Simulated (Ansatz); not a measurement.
`OB[TeH]` + `CC` → `CC[TeH]` + `BO`  (formal exchange of groups at a Te–B bond)

Gas-phase electronic energies from Ansatz, PBE0-D4/def2-TZVP geometries. CCSD(T)/CBS adds triple-zeta CCSD(T) − MP2 to the extrapolated MP2 energy (def2 sets, frozen cores). This one scheme is used for every species. Functionals use def2-TZVPP. Elements past krypton have def2 core potentials. For Te outer-core shells are correlated without core-valence functions, which leaves a few kJ/mol of doubt a bond. Each species was taken in one conformer, which may not be the lowest.

`OB[TeH]`:

Z-matrix (Å, degrees):
```
B
Te 1 2.170
O 1 1.347 2 123.3
H 1 1.193 2 118.6 3 -180.0
H 2 1.653 1 92.1 3 180.0
H 3 0.960 1 116.4 2 -0.0
```

`CC`:

Z-matrix (Å, degrees):
```
C
C 1 1.519
H 1 1.093 2 111.4
H 1 1.093 2 111.4 3 120.0
H 1 1.093 2 111.4 3 -120.0
H 2 1.093 1 111.4 3 180.0
H 2 1.093 1 111.4 3 -60.0
H 2 1.093 1 111.4 3 60.0
```

`CC[TeH]`:

Cartesian coordinates in Å:
```
C -0.570 -0.684 -0.768
C 0.453 0.138 -0.012
Te -0.450 0.993 1.752
H -0.956 -1.505 -0.159
H -0.118 -1.121 -1.663
H -1.418 -0.075 -1.089
H 0.828 0.965 -0.613
H 1.292 -0.471 0.320
H 0.940 1.761 2.231
```

`BO`:

Z-matrix (Å, degrees):
```
B
O 1 1.348
H 1 1.196 2 116.8
H 1 1.202 2 120.7 3 -180.0
H 2 0.961 1 113.5 3 180.0
```

```
 level  ΔE (kJ/mol)
revPBE         96.3
r2SCAN         98.2
```

Problem. What does CCSD(T)/CBS give? (Estimate.)

Solution. The calculation gave: +85.3 kJ/mol. The listed levels differ from it by 11.0, 12.9 kJ/mol.

Largest T1 diagnostic among the species: 0.014.

At CCSD(T), def2-SVP lies +10.5 kJ/mol from the extrapolated value and def2-TZVPP +2.0 kJ/mol. The D4 term adds −3.4 kJ/mol with B3LYP and −1.8 kJ/mol with PBE0; it sums over pairs of atoms, weighted by their polarisabilities, and B3LYP, whose exchange is more repulsive, gets the larger term.

B3LYP here is the variant with VWN-RPA as its local correlation; programs differ in this.
